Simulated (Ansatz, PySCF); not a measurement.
Stepwise substitution at one centre (Ga F-CH3). Isolated molecules, 0 K electronic values unless said otherwise. Strings in code marks are SMILES.

Quantity: redistribution energy (mixed species minus the weighted end members), in eV.

Level 1: PBE-D3(BJ)/def2-TZVP // B3LYP-D3(BJ)/def2-TZVP (PySCF)
Level 2: frozen-core MP2/cc-pVTZ // B3LYP-D3(BJ)/def2-TZVP (Ansatz, a first-principles code)
Level 3: B3LYP/6-31G* // B3LYP-D3(BJ)/def2-TZVP (PySCF)
Level 4: M06-2X/6-31G* // B3LYP-D3(BJ)/def2-TZVP (PySCF)

| species | level 1 | level 2 | level 3 | level 4 |
|---|---|---|---|---|
| 1 of 3 F replaced by CH3: `[CH3][Ga]([F])[F]` | -0.44 | -0.342 | -0.48 | -0.431 |
| 2 of 3 F replaced by CH3: `[CH3][Ga]([CH3])[F]` | -0.375 | -0.284 | -0.426 | -0.383 |
